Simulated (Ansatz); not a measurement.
Method: frozen-core CCSD(T)/def2-TZVPP // TPSSh-D3(BJ)/def2-TZVP (Ansatz, a quantum-chemistry and plane-wave program).

Ansatz 0.2 input:
```yaml
crystal:
  periodic: [false, false, false]
  atoms:
    - { symbol: C, position_ang: [2.774606, -0.195768, 0.043955] }
    - { symbol: N, position_ang: [1.631567, -0.258229, -0.205109] }
    - { symbol: C, position_ang: [0.266643, -0.332149, -0.50004] }
    - { symbol: C, position_ang: [-0.715723, -0.431949, 0.6376] }
    - { symbol: C, position_ang: [-0.613735, 0.840193, -0.153989] }
    - { symbol: H, position_ang: [0.06026, -0.881455, -1.409424] }
    - { symbol: H, position_ang: [-1.574651, -1.073163, 0.489599] }
    - { symbol: H, position_ang: [-0.300119, -0.438037, 1.635934] }
    - { symbol: H, position_ang: [-1.401593, 1.085862, -0.853804] }
    - { symbol: H, position_ang: [-0.129796, 1.686534, 0.313925] }
basis:
  gaussian: { orbitals: def2-TZVPP }
correlation:
  method: ccsd_t
```

Output:

```
Functional definition: HF
1348 factors; integrals over basis functions are off by at most 1.2e-3 eV
mean field evaluation 1: about -5679.5560 eV, gradient 3.3e1 eV
mean field evaluation 2: about -5679.8391 eV, gradient 3.3e1 eV
mean field evaluation 4: about -5682.7365 eV, gradient 5.9e0 eV
mean field evaluation 8: about -5682.8239 eV, gradient 3.8e-1 eV
mean field evaluation 16: about -5679.5551 eV, gradient 3.3e1 eV
mean field -5682.82437827 eV, -208.8399439447 hartree, gradient 1.5e-6 eV, S^2 0.000000; 0 other end points of the search recorded, 0 dependent functions left out
5 core orbitals not correlated
reference -5682.82437827 eV, -208.8399439447 hartree; 13, 13 occupied and 207, 207 virtual orbitals, 1348 factors
second order -22.41623861 eV of doubles, -0.00000000 eV of singles
cycle   1  -22.44345438 eV  change   -2.7e-2 eV  update   1.1e-1
cycle   2  -23.04987067 eV  change   -6.1e-1 eV  update   3.3e-2
cycle   3  -23.18796698 eV  change   -1.4e-1 eV  update   1.6e-2
cycle   4  -23.18041732 eV  change    7.5e-3 eV  update   3.9e-3
cycle   5  -23.18175114 eV  change   -1.3e-3 eV  update   1.7e-3
cycle   6  -23.18228153 eV  change   -5.3e-4 eV  update   4.5e-4
cycle   7  -23.18207163 eV  change    2.1e-4 eV  update   1.7e-4
cycle   8  -23.18203258 eV  change    3.9e-5 eV  update   5.0e-5
cycle   9  -23.18202909 eV  change    3.5e-6 eV  update   1.7e-5
perturbative correction -1.10768005 eV, -0.0407064909 hartree
Total energy: -5707.11408741 eV, -209.7325742914 hartree
```

Cost: about 4 core-minutes (a rough figure).
